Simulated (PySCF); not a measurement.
C₄H₂ClF, SMILES C#C/C=C(\F)Cl.

The structure is a stationary point at B3LYP-D3(BJ)/def2-SVP. The structure was generated by enumeration; whether it is a known compound was not checked.

These are PySCF with CAM-B3LYP/def2-TZVP values and carry that method's errors.

```json
{
 "total_energy": "-713.59006 hartree",
 "point_group": "Cs",
 "highest_occupied_level": "-8.35 eV",
 "lowest_empty_level": "-0.13 eV",
 "orbital_gap": "8.22 eV",
 "dipole_moment": "0.93 D",
 "quadrupole, principal values (traceless, Buckingham form, about the centre of nuclear charge)": "-4.53, -2.84, 7.37 D·Å",
 "mean_static_polarisability": "62.0 bohr³ (9.19 Å³)",
 "polarisability_principal_values": "34.6, 45.6, 105.9 bohr³"
}
```
